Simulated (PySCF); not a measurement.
Bi⁺: excitation energy

Bi⁺ [Xe] 4f14 5d10 6s2 6p2 (3P) → Bi⁺ [Xe] 4f14 5d10 6s1 6p3 (5S), as a difference of total energies. All numbers are calculated (PySCF 2.14, the spin-free X2C one-electron Hamiltonian (Gaussian nucleus), in x2c-TZVPPall). Correlated levels: valence and next inner shell: [Kr] 4d10 4f14 frozen. The calculations carry no spin-orbit coupling.

| method | excitation energy (eV) |
| --- | --- |
| UHF | 6.238 |
| MP2 (valence and next inner shell) | 7.972 |
| SCS-MP2 (valence and next inner shell) | 8.102 |
| CCSD (valence and next inner shell) | 7.703 |
| CCSD(T) (valence and next inner shell) | 7.769 |

Task: How much does correlation contribute at CCSD(T) (valence and next inner shell)?

Result: 7.769 − (6.238) = 1.531 eV, measured against UHF.

Spin-orbit coupling is strong in these open shells (close to jj coupling). The scalar numbers leave it out and a first-order estimate fails, so it can dominate the gap to the real levels.
